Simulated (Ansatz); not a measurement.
Steps of a relaxation of C2H8InN, SMILES `C[CH2][InH][NH2]` with RKS PBE0-D4/def2-TZVP.

```sh
$ ansatz run in.yaml --threads 4 --pin off --events-out ev --progress --plain --max-ram 10444MiB
```

```yaml
crystal:
  periodic: [false, false, false]
  atoms:
    - {symbol: C, position_ang: [-1.332110, -0.861148, -0.298634]}
    - {symbol: C, position_ang: [-0.070383, -1.234059, 0.482796]}
    - {symbol: In, position_ang: [1.412271, 0.375190, 0.552157]}
    - {symbol: N, position_ang: [0.783130, 2.026294, -0.478957]}
    - {symbol: H, position_ang: [-1.106585, -0.614041, -1.357108]}
    - {symbol: H, position_ang: [-1.845477, 0.022307, 0.135215]}
    - {symbol: H, position_ang: [-2.072923, -1.691010, -0.311723]}
    - {symbol: H, position_ang: [-0.305560, -1.505076, 1.533625]}
    - {symbol: H, position_ang: [0.433694, -2.120654, 0.043385]}
    - {symbol: H, position_ang: [2.979573, 0.562198, 1.279147]}
    - {symbol: H, position_ang: [1.314240, 2.893452, -0.579239]}
    - {symbol: H, position_ang: [-0.112871, 2.091447, -0.966663]}
basis:
  gaussian: {orbitals: def2-TZVP}
hamiltonian: {xc: pbe0, dispersion: d4}
relax: {f_tol: 0.005, max_steps: 150}
```

Positions (Å) and forces (eV/Å) along the path, 7 of 7 steps:

```xyz
12
step=1 energy=-8865.2508 eV
C    -1.332   -0.861   -0.299   -0.283    0.072   -0.176
C    -0.070   -1.234    0.483    0.214   -0.186    0.181
In    1.412    0.375    0.552   -0.207    0.199   -0.188
N     0.783    2.026   -0.479   -0.096    0.217   -0.143
H    -1.107   -0.614   -1.357   -0.084   -0.120    0.522
H    -1.845    0.022    0.135    0.272   -0.429   -0.192
H    -2.073   -1.691   -0.312    0.376    0.385    0.021
H    -0.306   -1.505    1.534    0.075    0.121   -0.520
H     0.434   -2.121    0.043   -0.281    0.415    0.201
H     2.980    0.562    1.279   -0.239   -0.051   -0.104
H     1.314    2.893   -0.579   -0.348   -0.579    0.071
H    -0.113    2.091   -0.967    0.601   -0.043    0.327
12
step=2 energy=-8865.2996 eV
C    -1.312   -0.849   -0.294   -0.167   -0.029   -0.072
C    -0.057   -1.221    0.485   -0.031   -0.145    0.044
In    1.381    0.376    0.536   -0.036    0.020   -0.030
N     0.771    2.009   -0.477   -0.079    0.167   -0.112
H    -1.085   -0.601   -1.339   -0.031   -0.032    0.144
H    -1.818    0.024    0.139    0.071   -0.119   -0.059
H    -2.042   -1.672   -0.308    0.098    0.124   -0.005
H    -0.300   -1.493    1.521    0.032    0.038   -0.142
H     0.431   -2.103    0.049   -0.068    0.121    0.062
H     2.918    0.533    1.257    0.146    0.021    0.067
H     1.301    2.863   -0.571   -0.083   -0.152    0.022
H    -0.112    2.080   -0.963    0.147   -0.012    0.083
12
step=3 energy=-8865.3034 eV
C    -1.326   -0.860   -0.298    0.018    0.047   -0.012
C    -0.062   -1.207    0.477   -0.019   -0.062    0.018
In    1.394    0.380    0.540   -0.023    0.007   -0.011
N     0.781    2.010   -0.474    0.002    0.044   -0.018
H    -1.107   -0.616   -1.340    0.001    0.001   -0.006
H    -1.840    0.005    0.131   -0.003    0.003    0.004
H    -2.042   -1.689   -0.305    0.019   -0.010    0.013
H    -0.299   -1.476    1.510   -0.004   -0.006    0.012
H     0.429   -2.085    0.048    0.004   -0.013   -0.003
H     2.941    0.540    1.265    0.002   -0.010    0.001
H     1.312    2.859   -0.572    0.010    0.011    0.004
H    -0.103    2.085   -0.950   -0.007   -0.013   -0.002
12
step=4 energy=-8865.3040 eV
C    -1.323   -0.858   -0.295   -0.003    0.005   -0.002
C    -0.062   -1.215    0.481   -0.004   -0.009   -0.001
In    1.388    0.381    0.536   -0.005    0.004   -0.005
N     0.779    2.016   -0.477   -0.001    0.006   -0.002
H    -1.102   -0.612   -1.337    0.002    0.000   -0.004
H    -1.834    0.007    0.135    0.000    0.003    0.003
H    -2.041   -1.685   -0.305   -0.001   -0.007    0.001
H    -0.301   -1.484    1.514    0.002    0.008    0.006
H     0.427   -2.093    0.050    0.006    0.001   -0.004
H     2.937    0.535    1.261   -0.003    0.000    0.002
H     1.307    2.868   -0.563    0.010   -0.005    0.001
H    -0.098    2.086   -0.965   -0.004   -0.005    0.007
12
step=5 energy=-8865.3040 eV
C    -1.323   -0.859   -0.295   -0.002    0.006   -0.002
C    -0.062   -1.215    0.481   -0.004   -0.007   -0.002
In    1.388    0.381    0.536   -0.003    0.004   -0.005
N     0.779    2.017   -0.476   -0.001    0.000    0.000
H    -1.102   -0.613   -1.337    0.002    0.000   -0.004
H    -1.835    0.006    0.135    0.000    0.002    0.003
H    -2.041   -1.686   -0.305   -0.001   -0.007    0.001
H    -0.301   -1.484    1.513    0.002    0.007    0.006
H     0.427   -2.093    0.050    0.006    0.001   -0.004
H     2.937    0.536    1.261   -0.003   -0.001    0.002
H     1.308    2.868   -0.563    0.011    0.000    0.000
H    -0.097    2.087   -0.966   -0.007   -0.003    0.005
12
step=6 energy=-8865.3040 eV rejected
C    -1.323   -0.861   -0.297   -0.005   -0.007   -0.003
C    -0.063   -1.216    0.481   -0.001    0.006    0.002
In    1.385    0.382    0.535    0.002    0.005   -0.001
N     0.779    2.021   -0.474   -0.004    0.001   -0.004
H    -1.101   -0.616   -1.339    0.001   -0.001    0.003
H    -1.836    0.004    0.133    0.001   -0.003    0.001
H    -2.039   -1.689   -0.306   -0.003    0.001   -0.002
H    -0.302   -1.483    1.514    0.000    0.003   -0.002
H     0.428   -2.094    0.052    0.001    0.006    0.000
H     2.933    0.535    1.262    0.005   -0.002   -0.003
H     1.321    2.863   -0.578   -0.010   -0.008    0.009
H    -0.105    2.100   -0.949    0.014   -0.002   -0.001
12
step=7 energy=-8865.3041 eV
C    -1.324   -0.861   -0.296   -0.001   -0.001    0.000
C    -0.063   -1.214    0.481    0.000    0.000    0.001
In    1.386    0.382    0.534    0.001    0.002    0.000
N     0.781    2.019   -0.476    0.000    0.001    0.000
H    -1.104   -0.616   -1.338    0.000    0.000    0.000
H    -1.838    0.003    0.134    0.000    0.000    0.001
H    -2.040   -1.690   -0.305    0.000    0.000    0.000
H    -0.301   -1.481    1.515    0.000    0.001    0.000
H     0.428   -2.092    0.052    0.000    0.000    0.000
H     2.935    0.533    1.260   -0.001   -0.001    0.000
H     1.315    2.867   -0.566    0.001    0.000    0.000
H    -0.099    2.095   -0.959    0.000    0.000    0.001
```

Hardware: 4 threads of an INTEL XEON PLATINUM 8581C on a shared host. Wall time 13 s, peak host memory 0.51 GiB.
